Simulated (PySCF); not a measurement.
Se⁺ (selenium, charge +1) across methods

[Ar] 3d10 4s1 4p4, high-spin 4P determinant (an excited configuration). Calculation: PySCF 2.14, in aug-cc-pVQZ-PP with one added diffuse shell each of s, p, d, f, g type with ECP10MDF (8s7p6d4f3g, 114 functions); a scalar-relativistic core potential.

```
 method  E (hartree)  mean ε 4s α (eV)  mean ε 4p α (eV)  mean ε 4p β (eV)  Σ⟨r²⟩ (bohr²)   ⟨S²⟩
    UHF   -371.14930           -38.061           -22.428           -16.840          31.91  3.764
   PBE0    -372.3314           -31.319           -18.587           -15.511          31.50  3.754
wB97X-V    -372.3235           -34.037           -20.854           -17.872          31.58  3.754
 r2SCAN    -372.2480           -29.996           -17.677           -14.709          31.37  3.757
  TPSSh    -372.2842           -30.079           -17.837           -14.966          31.49  3.754
  HSE06    -372.3231           -30.851           -18.143           -15.155          31.52  3.754
    PBE    -372.3574           -28.829           -17.089           -14.623          31.56  3.753
    LDA    -371.7941           -29.000           -17.146           -14.732          31.53  3.753
```

Energies and moments cover only the electrons outside the core potential.
